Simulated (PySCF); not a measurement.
## Run times: strontium in x2c-TZVPall

Measured wall times of calculations with PySCF 2.14 in x2c-TZVPall (8s6p6d1f, 63 functions), with scalar relativity by spin-free X2C-1e, run from one Python driver. Hardware: 1 thread of AMD EPYC 9R45 96-Core Processor on a shared host, 1.3 GiB allowed. The two-electron integrals over 63 functions were computed once and kept in memory (1 CPU seconds with the set-up); the times below exclude them. Kohn-Sham runs start from converged Hartree-Fock orbitals.

Launch command (the driver calls PySCF for each step listed in the task file):

```bash
OMP_NUM_THREADS=1 python atomrun2.py TASK.json OUT
```

```json
{"species": "Sr [Kr] 5s2", "step": "UHF", "iterations": "1", "wall time (s)": "0.17"}
{"species": "Sr [Kr] 5s2", "step": "M06-2X", "iterations": "6", "wall time (s)": "0.86"}
{"species": "Sr [Kr] 5s2", "step": "r2SCAN", "iterations": "6", "wall time (s)": "0.79"}
{"species": "Sr [Kr] 5s2", "step": "MP2 (2 electrons)", "iterations": "", "wall time (s)": "0.04"}
{"species": "Sr⁺ [Kr] 5s1", "step": "UHF", "iterations": "1", "wall time (s)": "0.18"}
{"species": "Sr⁺ [Kr] 5s1", "step": "M06-2X", "iterations": "58", "wall time (s)": "7.3"}
{"species": "Sr⁺ [Kr] 5s1", "step": "r2SCAN", "iterations": "6", "wall time (s)": "0.78"}
```

Peak memory of the process: 0.23 GiB. Times on a shared host vary from run to run.
